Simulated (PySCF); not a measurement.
Si(All)(Cl)2(F) (C₃H₅Cl₂FSi), SMILES Cl[Si](Cl)(F)CC=C. Geometry: PBE-D3(BJ)/def2-SVP. Other conformers were not sampled.

Computed equilibrium geometry at PBE-D3(BJ)/def2-SVP (PySCF confirms it by a frequency run) as a Z-matrix (one conformer of several):
```
C
H 1 1.1109
H 1 1.1118 2 107.70
C 1 1.5022 2 111.82 3 123.37
C 4 1.3446 1 124.95 2 18.40
H 5 1.1004 4 121.21 1 177.91
H 5 1.1027 6 117.19 4 -180.00
H 4 1.1044 5 119.22 6 1.16
Si 1 1.8721 2 106.66 3 -114.20
F 9 1.6303 1 110.04 2 63.35
Cl 9 2.0595 10 107.56 1 121.12
Cl 9 2.0628 10 107.44 1 -121.03
```
